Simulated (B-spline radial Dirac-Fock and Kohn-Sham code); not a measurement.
Relative intensities of the L1 lines, Ga to Rh

These are calculated numbers from a B-spline atomic structure program; the model is independent-particle radiative and Coulomb Auger rates from relativistic LDA hole-state orbitals, with Dirac-Fock energies. Each entry is the share of the radiative L1 rate in per cent; values in brackets are the Scofield rates tabulated in xraylib.

| Z | element | Lβ4 | Lβ3 | Lγ2 | Lγ3 | radiative width (eV) |
| --- | --- | --- | --- | --- | --- | --- |
| 31 | Ga | 34.1 (34.5) | 62.3 (62.9) | 0.359 (0.208) | 0.659 (0.372) | 0.00716 |
| 32 | Ge | 33.8 (34.3) | 61.4 (62.2) | 0.830 (0.593) | 1.52 (1.06) | 0.00866 |
| 33 | As | 33.4 (33.9) | 60.4 (61.2) | 1.39 (1.10) | 2.53 (1.96) | 0.0104 |
| 34 | Se | 32.9 (33.4) | 59.3 (60.2) | 2.02 (1.69) | 3.66 (3.01) | 0.0125 |
| 35 | Br | 32.4 (32.9) | 58.0 (58.9) | 2.71 (2.34) | 4.86 (4.15) | 0.0150 |
| 36 | Kr | 31.8 (32.4) | 56.7 (57.6) | 3.42 (3.04) | 6.10 (5.37) | 0.0179 |
| 37 | Rb | 31.5 (32.0) | 55.9 (56.6) | 3.86 (3.56) | 6.88 (6.33) | 0.0211 |
| 38 | Sr | 31.3 (31.7) | 55.1 (55.7) | 4.26 (4.00) | 7.58 (7.08) | 0.0247 |
| 40 | Zr | 31.0 (31.4) | 54.1 (54.6) | 4.75 (4.54) | 8.36 (7.97) | 0.0330 |
| 41 | Nb | 31.1 (31.4) | 53.8 (54.2) | 4.86 (4.69) | 8.50 (8.18) | 0.0378 |
| 42 | Mo | 31.0 (31.3) | 53.4 (53.8) | 5.04 (4.88) | 8.76 (8.47) | 0.0432 |
| 43 | Tc | 30.9 (31.2) | 52.9 (53.4) | 5.27 (5.05) | 9.12 (8.71) | 0.0492 |
| 44 | Ru | 31.0 (31.2) | 52.7 (53.0) | 5.33 (5.20) | 9.16 (8.92) | 0.0556 |
| 45 | Rh | 31.0 (31.2) | 52.4 (52.7) | 5.46 (5.33) | 9.32 (9.11) | 0.0627 |
